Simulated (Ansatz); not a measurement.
Ideal-gas functions of `F[Si](F)[SiH3]` radical at 800 K and 1 bar, from an Ansatz frequency run at PBE0-D4/def2-TZVP.

Molar mass 97.19 g/mol, point group Cs (symmetry number 1), electronic degeneracy 2, moments of inertia 75.443, 179.888, 233.835 u Å². Harmonic wavenumbers (cm⁻¹, unscaled): 88, 133, 186, 295, 395, 496, 508, 824, 876, 904, 931, 931, 2217, 2240, 2246.

Use S(trans) = R[1.5 ln M + 2.5 ln T − 1.1517]; rotational temperatures θ = 24.2544 K / I; S(rot) = R[ln(√π/σ · √(T³/θAθBθC)) + 1.5]; for each mode x = 1.438777 ν̃/T, S = R[x/(eˣ − 1) − ln(1 − e⁻ˣ)] and H = RT x/(eˣ − 1); 1 cm⁻¹ = 0.0119627 kJ/mol; R = 8.31446 J/(mol·K).

**Question.** By hand: the entropy, in J/(mol·K).

**Answer.** Translation 186.5. Rotation: θ = 0.3215, 0.1348, 0.1037 K, giving 123.1. Vibration, mode by mode: 23.65, 20.23, 17.46, 13.68, 11.33, 9.53, 9.35, 5.77, 5.34, 5.13, 4.94, 4.94, 0.78, 0.76, 0.75, in all 133.6. Electronic 5.8. Sum 449.0 J/(mol·K).

**Question.** By hand: H − E and G − E in kJ/mol, counted from the electronic energy.

**Answer.** Zero-point energy ½ × 13270 × 0.0119627 = 79.4; thermal vibration 50.3; translation, rotation and pV give 4 RT = 26.6. H − E = 156.3 kJ/mol, and G − E = 156.3 − 800 × 449.0/1000 = -202.9 kJ/mol.

Vibration gives 30 % of the entropy, 43.9 J/(mol·K) of it from the modes under 150 cm⁻¹: soft modes count most, and the harmonic formula is weakest for them.
